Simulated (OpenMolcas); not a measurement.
Mo5+ (d1) among equal point charges was computed by CASSCF with the d shell active (OpenMolcas, ANO-RCC-VDZP on the metal). Its lowest spin-free states, and all those of the highest spin:

```tsv
2S+1	Degeneracy	E (cm-1)
2	2	0.0
2	1	1316
2	1	2398
2	1	5551
```

Problem. Is the site octahedral, tetrahedral or cube-like, axial, or of lower symmetry?

Solution. The states with 2S+1 = 2 have orbital degeneracies 2, 1, 1, 1. There are pairs but no triples, so the site is axial: not cubic, but with a proper or improper axis of order three or more. The run had Mo5+ among 5 point charges of -1 e arranged as a square pyramid (C4v), 2.17 Å from the ion, with the axial distance 2.061 Å.

An orbital doublet at a regular site is open to a Jahn-Teller distortion, which this geometry leaves out. This is an electrostatic model: the charges have no orbitals. An unlabelled pair can be two single states that coincide in this model. No measured value stands beside these numbers.
